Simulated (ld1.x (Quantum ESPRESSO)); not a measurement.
**niobium, TM: configuration errors across variants**

| Property | Result |
| --- | --- |
| Element | niobium |
| Generator | ld1.x (Quantum ESPRESSO) 7.5 |
| Type | norm-conserving Troullier–Martins (Kleinman–Bylander form) |
| Functional | LDA (PZ) |
| Relativity | fully relativistic |
| Frozen core | [Ar] 3d10 |
| Valence charge | 13 |
| Reference configuration | 4s2 4p6 4d3 5s2 5p0 |
| Partial waves | 4s (bound): rc 1.90 bohr; 4p (bound): rc 1.15 bohr; 4d (bound): rc 2.40 bohr |
| Local potential | all-electron potential smoothed inside 1.80 bohr (lloc = -1) |
| Core correction | none |

Open shells are filled in proportion to 2j + 1 (rel_dist='average').

Occupied shells without a wave of their own: 5s. They enter only through the test configuration that unscreens the potential.

All-electron excitation energies from the reference (eV): (1) 4s2 4p6 4d4 5s1 5p0 0.561; (2) 4s2 4p6 4d4 5s0 5p0 7.478; (3) 4s2 4p6 4d3 5s0 5p0 21.753; (4) 4s2 4p6 4d4 5s0.5 5p0 3.326; (5) 4s2 4p6 4d4.5 5s0.5 5p0 1.145; (6) 4s2 4p6 4d4 5s0 5p1 3.607; (7) 4s2 4p6 4d3 5s1 5p1 3.381.

For the base: The 5s level has no wave, so the channel is fitted at the deeper level alone: the likely source of the large errors.

On the changes marked as counting shells twice: ld1.x takes every shell without a wave as core, so the model core holds the marked electrons as well and exchange and correlation see them twice. This cancels in the reference configuration, but the file is broken for other ones, and its errors say nothing about a proper core correction.

3 further variants failed, have other tests or another functional or relativity, and are left out.

A true bound ghost makes a file unfit for plane-wave use even where its test errors are small: the radial tests pick states by their node count and pass the ghost by. Where a test does run into it, the solver fails or the error is huge.

The file “local potential all-electron potential smoothed inside 1.72 bohr (lloc = -1)” misses its own reference levels by 0.3 eV. The file “local potential the p channel” misses its own reference levels by 1.5 eV.

Errors AE − PS in meV (a dash: test not solved or not reliable):

| change | (1) | (2) | (3) | (4) | (5) | (6) | (7) | bound ghosts |
| --- | --- | --- | --- | --- | --- | --- | --- | --- |
| base | -95 | -258 | -420 | -166 | -129 | -253 | -186 | p1/2 |
| core correction a·sin(br)/r model core inside 0.74 bohr (5s counted twice) | -108 | -500 | -972 | -248 | -157 | -314 | -211 | p1/2 |
| wave 4p (bound): rc 1.15 bohr becomes 4p (bound): rc 0.86 bohr | -96 | -262 | -421 | -168 | -132 | -245 | -172 | p3/2, p1/2 |
| wave 4s (bound): rc 1.90 bohr becomes 4s (bound): rc 1.74 bohr | -6.4 | -22 | -52 | -13 | -7.5 | -56 | -67 | p1/2 |
| local potential all-electron potential smoothed inside 1.72 bohr (lloc = -1) | -228 | -611 | -965 | -395 | -311 | -518 | -322 | not determined |
| local potential the p channel | -364 | -966 | -1496 | -628 | -501 | -800 | -472 | not determined |
| wave 4d (bound): rc 2.40 bohr becomes 4d (bound): rc 2.50 bohr | -94 | -257 | -421 | -165 | -128 | -252 | -186 | p1/2 |

(1) Give the same row for: all radii scaled by about 1.04 (s 1.98, p 1.20, d 2.50 bohr); local potential all-electron potential smoothed inside 1.86 bohr (lloc = -1).

Results:

(1) -92, -249, -413, -160, -125, –, –; bound ghosts: p3/2, p1/2. Not counted: 4s2 4p6 4d4 5s0 5p1 (solver errors, printed error -3.2 eV).
